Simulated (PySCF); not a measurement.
**MoS₂⁻: from structure and modes to constants**

These are results of PySCF, UPBE0, basis Mo def2-SVPD with ECP28, S def2-SVPD (scalar-relativistic core potentials, no spin–orbit coupling, density fitting), not measurements.

The quartet minimum has C2v symmetry. Masses (u): Mo 97.90541, S 31.97207.

```xyz
3
charge -1 multiplicity 4, angstrom
Mo    0.0000    0.2839    0.0000
S     0.0000   -0.4395    2.0654
S     0.0000   -0.4395   -2.0654
```

Harmonic wavenumbers (cm⁻¹): 90.4 (a1, ×1), 462.2 (a1, ×1), 495.9 (b2, ×1).

(1) Find the principal moments of inertia and the rotational constants. What kind of rotor is it?

(2) What is the harmonic zero-point energy?

(3) Give the standard entropy (298.15 K, 1 bar) by its translational, rotational, vibrational and spin parts, and Cp.

## Answers

(1) About the centre of mass I = 20.243, 272.78, 293.02 u Å². With B = 16.8576/I this gives 0.8328, 0.0618, 0.05753 cm⁻¹. The molecule is an asymmetric top with κ = -0.99.

(2) Half the sum of all 3 wavenumbers, 1048/2 = 524 cm⁻¹, which is 6.3 kJ/mol (1 cm⁻¹ = 0.0119627 kJ/mol).

(3) Sackur–Tetrode with M = 161.85 u gives 172.3; rotation with symmetry number 2 gives 102.2; vibration 21.3; spin R ln 4 = 11.5. The total is 307.3 J/(mol K), and Cp = 4 R + 19.0 = 52.3 J/(mol K).

Only a few start shapes were tried, so a lower isomer may exist. Other spin states or occupations of the open shell can lie lower. The lowest empty level of this anion is unbound, so it and the gap depend on the basis.
